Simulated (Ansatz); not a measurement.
Ge₁₉AsH₃₀. Total charge 0; doublet. Geometry PBE-D4/def2-SVP, that of the charge -1 singlet; atoms count from 1.

```xyz
50

Ge   -0.2904   -3.3358   -2.9153
Ge   -2.6270   -2.1132    3.4190
Ge   -3.1468   -1.8422   -0.4850
As    0.4164   -1.9872    0.9381
Ge    0.4963    2.4124    1.6359
Ge    0.3708    0.4006   -1.8238
Ge   -1.7931    1.5420    1.5616
Ge    3.8578    0.6116   -0.0166
Ge    2.3255    3.8222   -1.8412
Ge   -0.4632   -3.1375    2.9229
Ge    2.4942    1.0289    1.9767
Ge   -1.0936   -3.1720   -0.6045
Ge    2.6681   -0.5944   -1.7917
Ge   -0.2756   -1.0339   -3.7666
Ge   -4.2257   -2.5185    1.6096
Ge   -2.2447    0.2964    3.6397
Ge   -2.9893    0.5974   -0.3574
Ge    0.7761    4.2399    0.0116
Ge    1.1772    2.2351   -3.3227
Ge    4.3510    2.8699   -0.8401
H    -1.2595   -4.3529   -3.6089
H     1.1055   -4.0319   -2.8754
H    -3.1816   -2.6650    4.7751
H    -4.1067   -2.1964   -1.6690
H     1.5600   -3.0123    0.7836
H     0.3701    3.1659    3.0163
H    -2.6012    2.8680    1.8145
H     5.1957   -0.0237    0.5040
H     2.6807    5.2262   -2.4476
H    -0.5870   -4.6829    2.7438
H     0.4951   -2.8808    4.1301
H     2.1406   -0.2513    2.7954
H     3.3555    1.9127    2.9450
H    -1.4681   -4.5675    0.0107
H     2.7530   -2.1119   -1.4046
H     3.5985   -0.4584   -3.0507
H     0.5714   -1.0620   -5.0886
H    -1.7572   -0.8236   -4.2464
H    -4.6064   -4.0323    1.5809
H    -5.5422   -1.7292    1.9011
H    -3.5004    0.9132    4.3379
H    -1.0540    0.5089    4.6277
H    -4.4765    1.0124   -0.0477
H    -2.6221    1.2670   -1.7078
H    -0.6449    4.5907   -0.5406
H     1.2270    5.4902    0.8415
H     0.0320    3.0903   -3.9726
H     2.1625    1.9090   -4.5000
H     4.8822    3.7921    0.3086
H     5.4939    2.8135   -1.9066
```

Single mean-field runs in def2-TZVP are fitted with def2-universal-jkfit.

Question: Estimate the Mulliken populations of the heavy atoms from the PBE0/def2-TZVP orbitals of Ansatz.

Answer: 
| atom | charge (e) | spin (α − β) |
| --- | --- | --- |
| Ge1 | 0.02 | 0.00 |
| Ge2 | -0.13 | 0.00 |
| Ge3 | -0.09 | 0.00 |
| As4 | -0.30 | 0.02 |
| Ge5 | -0.14 | 0.00 |
| Ge6 | -0.23 | 0.72 |
| Ge7 | -0.10 | 0.00 |
| Ge8 | -0.06 | 0.00 |
| Ge9 | -0.11 | 0.00 |
| Ge10 | 0.08 | 0.02 |
| Ge11 | -0.03 | 0.00 |
| Ge12 | -0.02 | 0.00 |
| Ge13 | -0.02 | 0.02 |
| Ge14 | 0.02 | 0.03 |
| Ge15 | 0.03 | 0.00 |
| Ge16 | 0.03 | 0.00 |
| Ge17 | -0.07 | -0.01 |
| Ge18 | 0.02 | 0.00 |
| Ge19 | 0.06 | 0.05 |
| Ge20 | 0.00 | 0.00 |
Mulliken values depend strongly on the basis.

Question: Where does the spin sit?

Answer: Summed by element: Ge 0.83, As 0.02, H 0.15, of 1 unpaired in all. Largest on single atoms: Ge6 0.72, Ge19 0.05, H48 0.04.

Question: And the Mayer bond orders between heavy atoms (over 0.3)?

Answer: Ge1–Ge12 0.84 (2.45 Å); Ge1–Ge14 0.86 (2.45 Å); Ge2–Ge10 0.87 (2.44 Å); Ge2–Ge15 0.86 (2.45 Å); Ge2–Ge16 0.85 (2.45 Å); Ge3–Ge12 0.83 (2.45 Å); Ge3–Ge15 0.88 (2.45 Å); Ge3–Ge17 0.85 (2.45 Å); As4–Ge10 0.90 (2.46 Å); As4–Ge12 0.92 (2.46 Å); Ge5–Ge7 0.85 (2.45 Å); Ge5–Ge11 0.85 (2.45 Å); Ge5–Ge18 0.84 (2.46 Å); Ge6–Ge13 0.85 (2.50 Å); Ge6–Ge14 0.89 (2.50 Å); Ge6–Ge19 0.86 (2.50 Å); Ge7–Ge16 0.85 (2.46 Å); Ge7–Ge17 0.84 (2.45 Å); Ge8–Ge11 0.86 (2.45 Å); Ge8–Ge13 0.88 (2.45 Å); Ge8–Ge20 0.86 (2.45 Å); Ge9–Ge18 0.86 (2.45 Å); Ge9–Ge19 0.88 (2.46 Å); Ge9–Ge20 0.86 (2.45 Å).
